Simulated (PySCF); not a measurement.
## C8H9FOSi: full NMR table

| Property | Result |
| --- | --- |
| Formula | C8H9FOSi |
| SMILES | C=Cc1cccc(F)c1O[SiH3] |
| InChI | InChI=1S/C8H9FOSi/c1-2-6-4-3-5-7(9)8(6)10-11/h2-5H,1H2,11H3 |
| Point group of the computed structure | Cs |
| Degrees of unsaturation | 5 |
| Carbon signals | 8 |
| Proton signals | 7 |

Mapped SMILES: `[CH2:1]=[CH:2][c:3]1[cH:4][cH:5][cH:6][c:7]([F:8])[c:9]1[O:10][SiH3:11]`; H(Xn) means a hydrogen on atom n. Ha(C1) is cis to C3; Hb(C1) is trans to C3.

Computed data (PySCF): σ from GIAO-PBE0/pcSseg-1, structure optimised with GFN2-xTB. A single conformation, averaged over atoms made equivalent by symmetry, fast rotation or ring inversion, no relativistic terms, isolated molecule.

Scale: 1H and 13C and 29Si vs TMS; 19F vs CFCl3; H2O for 17O (reference shieldings calculated alike).

| carbon | δC, type | δH (multiplicity) | HMBC from (2–3 bonds) | span of the C tensor (ppm) |
| --- | --- | --- | --- | --- |
| C1 | 118.5, CH2 | Hb(C1) 5.74 (m); Ha(C1) 6.17 (m) | H(C2) | 214 |
| C2 | 136.6, CH | 7.56 (m) | H(C4), Ha(C1), Hb(C1) | 239 |
| C3 | 134.8, C | – | H(C4), H(C2), H(C5), Ha(C1), Hb(C1) | 184 |
| C4 | 124.4, CH | 7.81 (d) | H(C2), H(C6), H(C5) | 221 |
| C5 | 125.4, CH | 7.14 (m) | H(C4), H(C6) | 218 |
| C6 | 121.2, CH | 7.26 (m) | H(C4), H(C5) | 185 |
| C7 | 162.7, C | – | H(C6), H(C5) | 119 |
| C9 | 146.2, C | – | H(C4), H(C2), H(C6), H(Si11) | 136 |

Other nuclei:
| atoms | nucleus | environment | δ (ppm) | σ (ppm) |
| --- | --- | --- | --- | --- |
| H(Si11) | 1H | hydrogen on a silicon bonded to O | 5.31 | 26.41 |
| F8 | 19F | aryl fluorine | -154.9 | 325.8 |
| Si11 | 29Si | silicon bonded to O, 3 H | -31.9 | 381.0 |
| O10 | 17O | oxygen bonded to C, Si | 76.3 | 259.8 |

1. Carbon types of the structure: 3 × C, 4 × CH, 1 × CH2, leaving 3 H on heteroatoms.
2. δC 162.7: aromatic carbon bearing fluorine; σ withdrawal by the attached heteroatom moves it downfield of the ring CH carbons.
3. δC 146.2: aromatic carbon bearing oxygen; the electronegative substituent deshields the carbon that carries it.
4. δC 136.6: alkene CH; an sp2 carbon of a C=C bond.
5. δC 125.4, 124.4, 121.2: aromatic CH.
6. δC 118.5: terminal =CH2 carbon; an sp2 carbon of a C=C bond.

Splittings by 19F in the carbon and heteronuclear signals aren't shown, as no couplings were computed. Shifts are as computed. Against solution values, carbons near 30 ppm lie about +3 ppm off and those near 130 ppm about +5 ppm. Of 1211 compounds with measured shifts, 218 miss one by over three times the rms of a fit or turn the order of signals round; such compounds aren't used in these exercises. Unscaled 19F shifts against computed CFCl3 carry errors that often reach 10 to 50 ppm. Experimental scales use liquid or dissolved standards, which lie at an offset from isolated H2O (liquid H2O: subtract about 36 ppm). Multiplicities follow the n + 1 count of equivalent neighbours, as no J values were calculated; m marks all less simple cases, F and P coupling included.
